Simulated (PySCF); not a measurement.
# Telling isomers of C4H12OSi2 apart by NMR

PySCF 2.14 calculation with σ from GIAO-PBE0/pcSseg-1 and structure optimised with GFN2-xTB; no relativistic terms, a single conformation, equivalent nuclei averaged, no solvent.

Scale: 1H (31.72 ppm), 13C (186.93 ppm) vs TMS (reference shieldings calculated alike). Where no couplings were computed, multiplicities follow the n + 1 count of equivalent neighbours, and m marks all less simple cases (inequivalent or close neighbours, rings, F or P nearby). Shifts are as computed. Against solution values, carbons near 30 ppm lie about +3 ppm off and those near 130 ppm about +5 ppm. Of 1211 compounds with measured shifts, 218 miss one by over three times the rms of a fit or turn the order of signals round; such compounds aren't used in these exercises.

(1) Tabulate the signals of `CO[C@H]1[SiH2][C@H](C)[SiH2]1`, `CC(C)(C=O)[SiH2][SiH3]` and their relative energies.

(2) What is the quickest way to tell CO[C@H]1[SiH2][C@H](C)[SiH2]1 from CC(C)(C=O)[SiH2][SiH3]?

Answers

(1) 
```tsv
SMILES	carbon types	δC	δH	E rel. (kcal/mol)
CO[C@H]1[SiH2][C@H](C)[SiH2]1	2×CH 2×CH3	71.7, 63.9, 17.5, 7.3	4.90 (m, 2H), 4.63 (m, 2H), 3.79 (m, 1H), 3.28 (s, 3H), 1.56 (m, 1H), 1.34 (d, 3H)	14.1
CC(C)(C=O)[SiH2][SiH3]	1×C 1×CH 2×CH3	221.1, 40.4, 24.8	10.17 (s, 1H), 3.90 (q, 2H), 3.60 (t, 3H), 1.47 (s, 6H)	0.0
```

Energies are electronic energies at PBE0/pcSseg-1 on these geometries, without zero-point or thermal terms, each for the one conformer computed, which needn't be the lowest.

(2) Count the carbon signals: 4 against 3. The first has an sp3 CH bonded to O and 2 Si at 71.7 ppm, the second an aldehyde carbonyl carbon (CH) at 221.1 ppm. In the proton spectra the most deshielded non-exchanging signals are 4.90 (m, 2H) and 10.17 (s, 1H).
